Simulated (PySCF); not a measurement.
# Electronic absorption of C3H9AlOSi

Compound: C₃H₉AlOSi.
Numbering: `[AlH2:1][O:2][SiH2:3][CH:4]1[CH2:5][CH2:6]1` (hydrogens: H7, H8 on Al1; H9, H10 on Si3; H11 on C4; H12, H13 on C5; H14, H15 on C6)

Cartesian coordinates in Å at the PBE0-D3(BJ)/def2-SVP level; atoms count from 1:
```
atom  x, y, z in Å
Al1    2.539    0.683    0.909
O2     1.475    0.680   -0.413
Si3    0.408    0.513   -1.665
C4    -1.158   -0.269   -1.026
C5    -1.098   -1.299    0.076
C6    -1.659    0.055    0.360
H7     2.543   -0.587    1.857
H8     3.458    1.952    1.132
H9     1.025   -0.343   -2.727
H10    0.113    1.857   -2.255
H11   -1.935   -0.429   -1.783
H12   -1.789   -2.144    0.024
H13   -0.119   -1.549    0.499
H14   -2.739    0.149    0.504
H15   -1.069    0.740    0.978
```

Computed, not measured: TDDFT CAM-B3LYP/def2-SVPD, vertical, gas phase, core orbitals frozen in the response (PySCF).

| state | E (eV) | E (hartree) | f | main configurations (H = HOMO, L = LUMO) |
| --- | --- | --- | --- | --- |
| S1 | 5.63 | 0.2069 | 0.0001 | H→L (55%), H-2→L (39%) |
| S2 | 6.90 | 0.2537 | 0.020 | H→L (33%), H-2→L (28%), H-1→L (14%) |
| S3 | 6.94 | 0.2550 | 0.034 | H-1→L (68%), H-3→L (10%), H-4→L (8%) |
| S4 | 7.06 | 0.2595 | 0.0016 | H→L+1 (62%), H→L+2 (14%) |
| S5 | 7.36 | 0.2703 | 0.0020 | H-1→L+1 (66%), H-1→L+2 (8%) |
| S6 | 7.59 | 0.2788 | 0.011 | H-4→L (31%), H-2→L+1 (21%), H-2→L (14%) |

The lowest singlet comes at 220 nm (543 kJ/mol) in the ultraviolet; it is dark (f under 0.0005); its leading configuration is HOMO→LUMO (55%). The most intense listed level is S3 at 6.94 eV (179 nm, f = 0.034), 1.31 eV above S1. Löwdin shares by element: HOMO carbon 26% or more, oxygen 17%, silicon 13% (atoms not listed hold the other 44%); LUMO aluminium 59%, hydrogen 21% or more, oxygen 15%. The oscillator strengths of these states sum to 0.068; summed over the whole spectrum of an exact calculation they would give the number of electrons, 62 (Thomas–Reiche–Kuhn). Orbital energies (eV): HOMO-3 -10.48, HOMO-2 -9.82, HOMO-1 -9.54, HOMO -9.33, LUMO -0.24, LUMO+1 0.72, LUMO+2 1.19. The listed states span 1.96 eV, and the widest gap between neighbours is 1.27 eV (S1 to S2). Singlets were solved by full linear response.

One conformer stands for the species.
